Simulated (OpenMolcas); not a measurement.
**V: CASPT2 settings compared**

```
Program             : OpenMolcas 26.06
Basis               : ANO-R3 [7s5p5d3f2g1h]
Scalar Hamiltonian  : X2C, finite nucleus
Active space        : 5 electrons in 6 orbitals (3d 4s)
State averaging     : 2S+1 = 4 even, 50 roots (33 in the spin-orbit step); 2S+1 = 6 even, 5 roots kept (CI in the orbitals of an earlier block); 2S+1 = 2 even, 9 roots kept (CI in the orbitals of an earlier block, 0 in the spin-orbit step)
Spin-orbit coupling : RASSI with atomic mean-field integrals over the reference wave functions, term energies averaged over their components
```

Methods on the same reference wave functions:
A. CASSCF
B. SS-CASPT2, IPEA 0.75 Eh, sigma2 regulariser 0.3 Eh (closed shells correlated: 3s 3p)
C. SS-CASPT2, IPEA 0.75 Eh, imaginary shift 0.15 Eh (closed shells correlated: 2s 2p 3s 3p)
D. MS-CASPT2, IPEA 0.75 Eh, sigma2 regulariser 0.3 Eh (closed shells correlated: 3s 3p)
E. MS-CASPT2, IPEA 0.75 Eh, imaginary shift 0.15 Eh (closed shells correlated: 2s 2p 3s 3p)

Energies in cm⁻¹ above 3d³ 4s² ⁴F_3/2, the measured ground level; measured values from NIST Handbook of Basic Atomic Spectroscopic Data.

| Level | A | B | C | D | E | Measured |
| --- | --- | --- | --- | --- | --- | --- |
| 3d⁴ 4s ⁶D_1/2 | -8270 | 2690 | 2450 | 2910 | 2670 | 2112 |
| 3d⁴ 4s ⁶D_3/2 | -8226 | 2740 | 2490 | 2960 | 2710 | 2153 |
| 3d⁴ 4s ⁶D_5/2 | -8152 | 2810 | 2570 | 3030 | 2790 | 2220 |
| 3d⁴ 4s ⁶D_7/2 | -8051 | 2910 | 2670 | 3130 | 2890 | 2311 |
| 3d⁴ 4s ⁶D_9/2 | -7923 | 3040 | 2800 | 3260 | 3010 | 2425 |
| 3d³ 4s² ⁴F_3/2 | 0.0 | 0.0 | 0.0 | 0.0 | 0.0 | 0.0 |
| 3d³ 4s² ⁴F_5/2 | 118 | 118 | 118 | 120 | 120 | 137 |
| 3d³ 4s² ⁴F_7/2 | 283 | 283 | 283 | 288 | 288 | 323 |
| 3d³ 4s² ⁴F_9/2 | 496 | 495 | 495 | 504 | 504 | 553 |
| 3d⁴ 4s ⁴D_1/2 | 1794 | 9250 | 8930 | 9460 | 9150 | 8413 |
| 3d⁴ 4s ⁴D_3/2 | 1859 | 9310 | 8990 | 9530 | 9210 | 8476 |
| 3d⁴ 4s ⁴D_5/2 | 1967 | 9420 | 9100 | 9640 | 9320 | 8579 |
| 3d⁴ 4s ⁴D_7/2 | 2120 | 9570 | 9250 | 9790 | 9470 | 8716 |

A puts 3d⁴ 4s ⁶D_1/2 lowest.

Deviations, from unrounded energies. A percentage is the sum of absolute deviations over the sum of measured energies, with the sign that they share, or ± where signs differ.

| Against measurement | Levels | A | B | C | D | E |
| --- | --- | --- | --- | --- | --- | --- |
| mean absolute deviation (cm-1) | 12 | 6500 | 540 | 330 | 700 | 490 |
| fine structure of the ground term (%) | 3 | -11.5 | -11.7 | -11.7 | -10.0 | -10.0 |
| other configurations (%) | 9 | -172.4 | +14.0 | +8.5 | +18.3 | +12.8 |

C lies closest to measurement on these levels and A furthest from it. The largest miss of C in the table is 3d⁴ 4s ⁴D_7/2, by +540 cm-1. The ranking rests on the paired levels alone, and a cruder setting can come out closer through cancelling errors.

Among B to E the level of the table that moves most is 3d⁴ 4s ⁴D_1/2, by 540 cm-1 (lowest in C, highest in D). Moves below CASPT2's spread within the term are not significant.

The mean deviations of B to E differ by less than CASPT2's widest spread within a term (3500 cm-1), so their order carries little weight.

The lowest spin-free term lies below A's lowest term by 0.460 hartree in B, 0.579 hartree in C, 0.461 hartree in D, 0.580 hartree in E.

Term energies are means over components that CASPT2 splits; among the terms shown or strongly mixed into the levels shown the widest spread is 3500 cm-1 (3d³ 4s² ⁴F, E). Over all roots computed the reference weight is 0.86 to 0.93 in B, 0.86 to 0.93 in C, 0.86 to 0.93 in D, 0.86 to 0.93 in E; the roots of lowest weight are the least certain, and an intruder state may touch them. Some high roots are left out of the spin-orbit mixing, which shifts the levels that they would mix with. Terms from blocks run as CI alone lack orbitals of their own. A single d shell beside an s shell can misplace configurations of different d count against each other. Without dynamic correlation excited terms often stand tens of per cent too high (terms of higher spin than the ground term too low), and those without a measured partner can miss by more than the paired ones (holds for A). The lowest computed level is not the ground level that NIST lists (4F3/2) (holds for A). Configurations are named by rounded mean occupations; where the s occupation lies near a half they are strongly mixed, a name can repeat and a true partner stay unpaired (holds for B; C; D; E). The CASPT2 spread within a term exceeds the gap to the next term for 3d³ 4s² ⁴F and 3d⁴ 4s ⁶D, so the order of their levels is uncertain, and so are names and mixing where such terms share a J (holds for D; E). Measured partners are found by configuration, term and J. A level has none where our copy of the source lacks it or the pairing is in doubt (some pairs that miss far off the trend of their configuration count as doubtful), and it then counts in no deviation. Levels of configurations outside the active space are missing. The table leaves out levels that lie high or whose names do not pair safely across all columns.
